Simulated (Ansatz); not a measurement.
This geometry of CH4BF + H2S (10 atoms, charge 0, multiplicity 1) is a first-order saddle point.

Method: RKS B3LYP/def2-SVP in Ansatz 0.2.0.

```xyz
10
Properties=species:S:1:pos:R:3
B 0.012 0.343 0.021
F -0.067 -0.391 1.475
C 1.405 0.055 -0.656
H 1.491 -1.016 -0.910
H 1.499 0.616 -1.600
H 2.269 0.314 -0.020
H -1.031 0.111 -0.537
S -0.206 2.124 0.928
H 1.105 2.388 1.150
H -0.203 0.712 1.795
```

Question: Which two structures does it join? (They come from a converged band through this point; their orientation in space is the band's.)

Answer: Bonds broken: B1–F2, S8–H10. Bonds formed: B1–S8, F2–H10. CH4BF + H2S becomes CH5BS + FH.

First end point:

```xyz
10
Properties=species:S:1:pos:R:3
B 0.079 -0.316 -0.064
F 0.050 -0.794 1.185
C 1.451 -0.134 -0.793
H 1.634 -1.054 -1.382
H 1.435 0.697 -1.516
H 2.303 -0.012 -0.105
H -0.993 -0.188 -0.609
S -0.218 2.594 1.166
H 1.080 2.648 1.542
H -0.548 1.817 2.222
```

Last end point:

```xyz
10
Properties=species:S:1:pos:R:3
B 0.082 0.748 -0.308
F -0.302 -0.670 2.159
C 1.445 0.128 -0.745
H 1.434 -0.960 -0.559
H 1.543 0.242 -1.842
H 2.339 0.560 -0.271
H -0.972 0.351 -0.731
S -0.115 2.186 0.774
H 1.188 2.411 1.076
H -0.368 0.261 2.093
```

Question: How far does it lie above each of them?

Answer: 26.8 kcal/mol above the first and 9.9 kcal/mol above the second. This is the barrier of this one path; another mechanism may lie lower. The orbitals stay closed-shell, which can raise the energy where a bond breaks towards radicals; this wasn't checked here.

Time of the run: 3.4 min on 2 threads of Arm Neoverse V2 (shared host), peak memory 0.18 GiB.
